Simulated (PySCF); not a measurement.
A structure optimised at B3LYP-D3(BJ)/def2-SVP, used in a PySCF frequency run:

```xyz
9

B     -0.4696     1.1592     0.0000
H     -1.6760     1.0941     0.0000
O      0.0950     2.3890     0.0000
H      1.0622     2.3422     0.0000
O      0.3153     0.0427     0.0000
Si    -0.0047    -1.6027     0.0000
H     -1.4748    -1.8468     0.0000
H      0.6098    -2.2008     1.2154
H      0.6098    -2.2008    -1.2154
```

Question: Write its SMILES, formula and point group.

Answer: OBO[SiH3], BH5O2Si, Cs

Question: What are its rotational constants (standard atomic weights)?

Answer: 36.103, 2.5173, 2.4203 GHz
